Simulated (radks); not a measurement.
Lu, 71 electrons, occupied as [Xe] 4f14 5d1 6s2. Calculated with a radial shooting solver on a logarithmic mesh with Libxc functionals: scalar-relativistic Kohn-Sham, r2SCAN, spin-polarised, spherical densities, finite nucleus; open shells are filled with parallel spins first (spin-orbit coupling, left out, can overturn this in heavy ions); meta-GGA in the generalised Kohn-Sham scheme; Fermi nuclear charge, rms radius 5.37 fm.

Unscreened Slater integrals over Kohn-Sham orbitals (hartree). They are taken over the spin-up orbitals.

integral       value
F0(5d,5d)    0.32492
F2(5d,5d)    0.15306
F4(5d,5d)   0.096400
F0(5d,6s)    0.27313
G2(5d,6s)    0.10030
F0(5d,4f)    0.44867
F2(5d,4f)   0.086425
F4(5d,4f)   0.039431
G1(5d,4f)   0.040703
G3(5d,4f)   0.030987
G5(5d,4f)   0.023105
F0(5d,5p)    0.41769
F2(5d,5p)    0.17062
G1(5d,5p)    0.18630
G3(5d,5p)    0.11240
F0(6s,6s)    0.24877
F0(6s,4f)    0.32639
G3(6s,4f)  0.0095011
F0(6s,5p)    0.31296
G1(6s,5p)   0.021640
F0(4f,4f)     1.2984
F2(4f,4f)    0.60769
F4(4f,4f)    0.37959
F6(4f,4f)    0.27264
F0(4f,5p)    0.78310
F2(4f,5p)    0.25744
G2(4f,5p)    0.13176
G4(4f,5p)    0.10113
F0(5p,5p)    0.64678
F2(5p,5p)    0.34672

Derived for the open shells (J is the average intra-shell exchange parameter used in DFT+U). 5d: Racah B = F2/49 - 5 F4/441 = 0.002031 hartree, C = 35 F4/441 = 0.007651 hartree, C/B = 3.77, F4/F2 = 0.630, J = (F2 + F4)/14 = 0.01782 hartree.
